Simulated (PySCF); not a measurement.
SMILES FC(F)(F)[SiH2]c1ccccc1 at its GFN2-xTB optimised geometry (Å):

```
18

F      0.5708    -2.9012     0.3567
C     -0.4124    -2.6311    -0.5284
F      0.2019    -2.4244    -1.7114
F     -1.1067    -3.7793    -0.6668
Si    -1.5676    -1.1597     0.0166
C     -0.5479     0.4189     0.0000
C     -1.2061     1.6500     0.0054
C     -0.4994     2.8371     0.0041
C      0.8862     2.8179     0.0007
C      1.5569     1.6068     0.0000
C      0.8479     0.4189     0.0000
H     -2.6366    -1.1690    -0.9819
H     -2.0351    -1.5581     1.3453
H     -2.2861     1.6693     0.0087
H     -1.0276     3.7793     0.0048
H      1.4405     3.7447    -0.0020
H      2.6366     1.5863    -0.0018
H      1.3891    -0.5151    -0.0008
```

Calculation: PBE/def2-SVP in PySCF. Cells within 0.4 Å of a nucleus heavier than hydrogen are left out (blank, or x).

Map of the electrostatic potential (hartree/e), clipped to [-0.08, 0.12] on the plane z = 0.0 Å:

```
|11111222222222222222222211111|
|11112222222222222222222221111|
|11122222223333223332222221111|
|11122222234554334554322222111|
|11222222237997447996322222111|
|12222222349999889999422222111|
|12222222338999999998322222211|
|122222233479xx99x996332222211|
|2222223456999x99x999543222211|
|22222337999999999999995322211|
|22222349999xx9999xx9998322211|
|22222348999x999999x9997322211|
|22222335799999999999974322211|
|122223346899xx99x996432222111|
|12222235999999999996322221111|
|12222247999999999998322211111|
|1122224999x999979996321111111|
|1112223999xx99965863211111111|
|11112237999999984222111111111|
|11111235999999999201111111111|
|11111223599999999600011111111|
|111111223479999x9900001111111|
|11111111115999999300001111111|
|11111111004999541000001111111|
|11111111001652100000001111111|
|11111110000000000000001111111|
|11111110000000000000011111111|
|11111111000000000000011111111|
|11111111000000000000111111111|
```
Scale: ten equal steps from -0.023 (start of '0') to 0.120 (end of '9'), in the order '0123456789'; x runs from -6.00 to 6.00, y from -6.00 (bottom) to 6.00 (top).
